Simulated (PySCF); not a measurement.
**Trend along the chalcogens: MF molecules**

CCSD(T) with triple-zeta basis sets in PySCF, for the lowest determinant that a PBE0 search found; no spin–orbit coupling. De refers to high-spin ground-configuration atoms.

```
 M         basis  reference, frozen orbitals  state (unpaired electrons)  Re (Å)  ωe (cm⁻¹)  De (eV)
 O  x2c-TZVPPall                      UHF, 2               doublet (π ↑)   1.356       1089     2.05
 S  x2c-TZVPPall                      UHF, 6               doublet (π ↑)   1.606        836     3.37
Se    def2-TZVPP                     UHF, 10               doublet (π ↑)   1.743        696     3.21
Te    def2-TZVPP                      UHF, 5               doublet (π ↑)   1.906        629     3.29
```

(1) By what factor does the well depth vary along the series?

The rows differ in basis set, which adds steps of its own.

Down a group the atoms grow and get heavier, so bonds lengthen and wavenumbers fall; this series shows no clear exception.

Correlated steps freeze the inner cores (2 to 10 orbitals); shallow outer-core shells are correlated. Spin–orbit coupling is left out, which matters for elements this heavy, above all for dissociation energies. States were picked by a PBE0 search and need not be the measured ground states.

Results:

(1) At CCSD(T) it runs from 2.05 eV (OF) to 3.37 eV (SF), a factor of 1.64.
